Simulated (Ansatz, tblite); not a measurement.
Forces on TaTe2⁻ at its r2SCAN-D4/def2-TZVPD geometry. Total charge -1; singlet.

In the def2 sets Ta, Te take a core potential; there is no spin–orbit coupling. The xTB rows come from tblite. The restricted singlet is unstable towards broken spin symmetry at other levels; at CAM-B3LYP-D4/def2-TZVPD this wasn't settled. The geometry of the singlet was relaxed on an unsound state (restricted singlet, unstable towards broken spin symmetry). At PBE0-D4/def2-TZVPD a triplet of charge -1 lies 0.43 eV below the restricted singlet, each at its own geometry. The structure comes from a short search, and lower isomers may exist.

GFN1-xTB (tblite), largest force 1.42 eV/Å:

```xyz
3
positions Å, forces eV/Å
Ta    0.092    0.751   -0.400    0.152    1.242   -0.662
Te    0.156    0.626    2.127   -0.067   -0.575    0.419
Te   -0.247   -1.377   -1.727   -0.085   -0.667    0.243
```

GFN2-xTB (tblite), largest force 1.02 eV/Å:

```
Ta 0.110 0.897 -0.478
Te -0.037 -0.360 0.409
Te -0.073 -0.537 0.069
```

CAM-B3LYP-D4/def2-TZVPD (Ansatz), largest force 0.49 eV/Å:

```
Ta -0.053 -0.430 0.229
Te 0.017 0.170 -0.202
Te 0.035 0.260 -0.028
```
